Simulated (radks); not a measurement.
Isoelectronic series with 8 electrons, all held in the configuration [He] 2s2 2p4, which need not be the ground one along the series. Method: Dirac Kohn-Sham, PBE, spin-unpolarised, spherical densities, point nucleus; open shells are shared between the two j in proportion to 2j + 1; computed with a radial shooting solver on a logarithmic mesh with Libxc functionals. Total energies (hartree) and mean radii <r> (bohr):

ion    E (hartree)   2p3/2   2p1/2   2s1/2    1s1/2
Cu21+  -1328.22490  0.1963  0.1933  0.2251  0.05201
Zn22+  -1427.81966  0.1888  0.1857  0.2166  0.05019
Ga23+  -1531.14254  0.1818  0.1787  0.2087  0.04849
Ge24+  -1638.21052  0.1753  0.1721  0.2013  0.04690
As25+  -1749.04132  0.1693  0.1660  0.1944  0.04540
Se26+  -1863.65342  0.1637  0.1603  0.1879  0.04398
Br27+  -1982.06603  0.1584  0.1549  0.1818  0.04265
Kr28+  -2104.29917  0.1535  0.1499  0.1761  0.04140
Rb29+  -2230.37364  0.1488  0.1452  0.1707  0.04020
Sr30+  -2360.31107  0.1445  0.1407  0.1656  0.03908
